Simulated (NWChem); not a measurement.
System: AgH$_{2}$OBr; SMILES [Ag](<-[OH2])[Br]

The following NWChem deck was run.

```
start job
memory heap 200 mb stack 700 mb global 900 mb
geometry units angstroms noautoz
  Ag     0.072517     0.717971     0.000000
  Br    -0.052439    -1.678339    -0.000000
  O      0.127229     2.946277     0.000000
  H     -0.259166     3.382037     0.769030
  H     -0.259166     3.382038    -0.769030
end
basis spherical
  Ag library def2-svp
  Br library def2-svp
  O library def2-svp
  H library def2-svp
end
ecp
  Ag library def2-ecp
end
dft
  xc xwpbe 1.00 cpbe96 1.0 hfexch 1.00
  cam 0.1 cam_alpha 0.0 cam_beta 1.0
  iterations 150
  vectors input atomic output neutral.movecs
end
task dft energy
charge 1
dft
  odft
  mult 2
  vectors input atomic output cation.movecs
end
task dft energy
```

Output (shortened):

```
             Northwest Computational Chemistry Package (NWChem) 7.3.0
             --------------------------------------------------------

 CS  symmetry detected

                             Geometry "geometry" -> ""
                             -------------------------

 Output coordinates in angstroms (scale by  1.889725989 to convert to a.u.)

  No.       Tag          Charge          X              Y              Z
 ---- ---------------- ---------- -------------- -------------- --------------
    1 Ag                  47.0000     0.02469904    -0.66138905     0.00000000
    2 Br                  35.0000    -0.00846503     1.73794747     0.00000000
    3 O                    8.0000    -0.00590038    -2.89015659     0.00000000
    4 H                    1.0000    -0.40868776    -3.31081160     0.76903000
    5 H                    1.0000    -0.40868776    -3.31081160    -0.76903000

 Effective nuclear repulsion energy (a.u.)     518.2174612193

      Symmetry information
      --------------------

 Group name             Cs
 Group number              2
 Group order               2
 No. of unique centers     4

 Summary of "ao basis" -> "ao basis" (spherical)
 ------------------------------------------------------------------------------
       Tag                 Description            Shells   Functions and Types
 ---------------- ------------------------------  ------  ---------------------
 Ag                         def2-svp                11       31   5s3p2d1f
 Br                         def2-svp                12       32   5s4p3d
 O                          def2-svp                 6       14   3s2p1d
 H                          def2-svp                 3        5   2s1p

      Symmetry analysis of basis
      --------------------------

        a'         58
        a"         29

            General Information
            -------------------
          SCF calculation type: DFT
          Wavefunction type:  closed shell.
          No. of atoms     :     5
          No. of electrons :    64
           Alpha electrons :    32
            Beta electrons :    32
          Charge           :     0
          Spin multiplicity:     1
          Use of symmetry is: on ; symmetry adaption is: on
          Maximum number of iterations: 150
          AO basis - number of functions:    87
                     number of shells:    35
          Convergence on energy requested:  1.00D-06
          Convergence on density requested:  1.00D-05
          Convergence on gradient requested:  5.00D-04

              XC Information
              --------------
                     Hartree-Fock (Exact) Exchange  1.000
                     LC-wPBE(h)Exchange Functional  1.000
            Perdew 1991 LDA Correlation Functional  1.000 local
           PerdewBurkeErnz. Correlation Functional  1.000 non-local

           Range-Separation Parameters
           ---------------------------
           Alpha           :  0.00
           Beta            :  1.00
           Gamma           :  0.10
           Short-Range HF  :     F

             Grid Information
             ----------------
          Grid used for XC integration:  medium
          Radial quadrature: Mura-Knowles
          Angular quadrature: Lebedev.
          Tag              B.-S. Rad. Rad. Pts. Rad. Cut. Ang. Pts.
          ---              ---------- --------- --------- ---------
          Ag                  1.60      123           9.0       590
          Br                  1.15      112          12.0       590
          O                   0.60       49          12.0       434
          H                   0.35       45          12.0       434
          Grid pruning is: on
          Number of quadrature shells:   329
          Spatial weights used:  Erf1

      Superposition of Atomic Density Guess
      -------------------------------------

 Sum of atomic energies:       -2815.43206039

      Non-variational initial energy
      ------------------------------

 Total energy =   -2793.944228
 1-e energy   =   -4419.558276
 2-e energy   =    1387.307362
 HOMO         =      -0.394194
 LUMO         =      -0.110152

      Symmetry analysis of molecular orbitals - initial
      -------------------------------------------------

  Numbering of irreducible representations:

     1 a'          2 a"

  Orbital symmetries:

     1 a'          2 a'          3 a'          4 a"          5 a'
     6 a'          7 a'          8 a'          9 a"         10 a'
    11 a'         12 a'         13 a"         14 a'         15 a'
    16 a"         17 a'         18 a"         19 a'         20 a'
    21 a'         22 a"         23 a'         24 a'         25 a"
    26 a'         27 a"         28 a'         29 a'         30 a'
    31 a"         32 a'         33 a'         34 a"         35 a'
    36 a'         37 a'         38 a"         39 a'         40 a'
    41 a"         42 a'

   convergence    iter        energy       DeltaE   RMS-Dens  Diis-err
 ---------------- ----- ----------------- --------- --------- ---------
 d= 0,ls=0.0,diis     1  -2796.6762717908 -3.03D+03  1.55D-02  8.46D-01
 d= 0,ls=0.0,diis     2  -2796.6221275105  5.41D-02  9.90D-03  1.67D+00
 d= 0,ls=0.0,diis     3  -2796.7803026919 -1.58D-01  2.24D-03  2.46D-02
 d= 0,ls=0.0,diis     4  -2796.7820683256 -1.77D-03  9.43D-04  1.01D-02
 d= 0,ls=0.0,diis     5  -2796.7830621111 -9.94D-04  1.00D-04  1.39D-04
  Resetting Diis
 d= 0,ls=0.0,diis     6  -2796.7830746191 -1.25D-05  4.32D-05  1.83D-05
 d= 0,ls=0.0,diis     7  -2796.7830768302 -2.21D-06  2.89D-05  2.86D-06
 d= 0,ls=0.0,diis     8  -2796.7830768462 -1.60D-08  1.28D-05  5.80D-06
 d= 0,ls=0.0,diis     9  -2796.7830773783 -5.32D-07  6.63D-06  3.23D-08

         Total DFT energy =    -2796.783077378303
      One electron energy =    -4425.043459165287
           Coulomb energy =     1504.290494744262
    Exchange-Corr. energy =     -114.336799060609
 Nuclear repulsion energy =      238.306686103332

 Numeric. integr. density =       63.999996725539

                  Occupations of the irreducible representations
                  ----------------------------------------------

                     irrep           alpha         beta
                     --------     --------     --------
                     a'               23.0         23.0
                     a"                9.0          9.0

                       DFT Final Molecular Orbital Analysis
                       ------------------------------------

 Vector   30  Occ=2.000000D+00  E=-2.756759D-01  Symmetry=a'
              MO Center= -1.8D-03,  4.0D-01,  3.0D-13, r^2= 2.9D+00
   Bfn.  Coefficient  Atom+Function         Bfn.  Coefficient  Atom+Function
  ----- ------------  ---------------      ----- ------------  ---------------
    19      0.451059  1 Ag d  2               4      0.439248  1 Ag s
    47     -0.369771  2 Br py                44     -0.340152  2 Br py
     2     -0.265099  1 Ag s                 17      0.250291  1 Ag d  0
    41      0.228416  2 Br py                 1      0.123895  1 Ag s
     3     -0.110676  1 Ag s                  5      0.109089  1 Ag s

 Vector   31  Occ=2.000000D+00  E=-2.484052D-01  Symmetry=a"
              MO Center= -4.6D-03,  1.5D+00,  8.9D-14, r^2= 2.1D+00
   Bfn.  Coefficient  Atom+Function         Bfn.  Coefficient  Atom+Function
  ----- ------------  ---------------      ----- ------------  ---------------
    48      0.579619  2 Br pz                45      0.500909  2 Br pz
    42     -0.335415  2 Br pz                16     -0.296355  1 Ag d -1
    39      0.109126  2 Br pz                14      0.096926  1 Ag pz
     8     -0.055150  1 Ag pz                11      0.054424  1 Ag pz
    21     -0.047861  1 Ag d -1

 Vector   32  Occ=2.000000D+00  E=-2.474437D-01  Symmetry=a'
              MO Center=  3.7D-04,  1.4D+00, -1.1D-12, r^2= 2.2D+00
   Bfn.  Coefficient  Atom+Function         Bfn.  Coefficient  Atom+Function
  ----- ------------  ---------------      ----- ------------  ---------------
    46      0.578811  2 Br px                43      0.498924  2 Br px
    40     -0.334136  2 Br px                15     -0.311936  1 Ag d -2
    37      0.108709  2 Br px                12      0.086614  1 Ag px
     6     -0.052022  1 Ag px                 9      0.051109  1 Ag px
    20     -0.048201  1 Ag d -2              67     -0.047309  3 O  px

 Vector   33  Occ=0.000000D+00  E=-3.408250D-02  Symmetry=a'
              MO Center= -2.5D-01, -1.8D+00,  1.5D-13, r^2= 5.8D+00
   Bfn.  Coefficient  Atom+Function         Bfn.  Coefficient  Atom+Function
  ----- ------------  ---------------      ----- ------------  ---------------
     5      0.562778  1 Ag s                 66     -0.559015  3 O  s
    47      0.278591  2 Br py                79      0.275797  4 H  s
    84      0.275797  5 H  s                  4      0.258012  1 Ag s
    13     -0.258242  1 Ag py                 2     -0.230645  1 Ag s
    65     -0.224595  3 O  s                 19     -0.212108  1 Ag d  2

 Vector   34  Occ=0.000000D+00  E= 3.751888D-02  Symmetry=a"
              MO Center= -3.2D-02, -9.5D-01, -5.9D-14, r^2= 7.8D+00
   Bfn.  Coefficient  Atom+Function         Bfn.  Coefficient  Atom+Function
  ----- ------------  ---------------      ----- ------------  ---------------
    14      0.873899  1 Ag pz                48     -0.247717  2 Br pz
    79      0.232306  4 H  s                 84     -0.232306  5 H  s
    11      0.183958  1 Ag pz                 8     -0.178164  1 Ag pz
    69     -0.148536  3 O  pz                72     -0.144995  3 O  pz
    45     -0.126765  2 Br pz                42      0.086842  2 Br pz

[...]
```

Level: LC-wPBE (HJS exchange hole, range parameter 0.1 per bohr)/def2-SVP with def2 effective core potentials on Ag, vertical spin-unrestricted ions. Structure relaxed at the PBE0/def2-SVP level. def2 effective core potentials on Ag; no spin-orbit coupling.
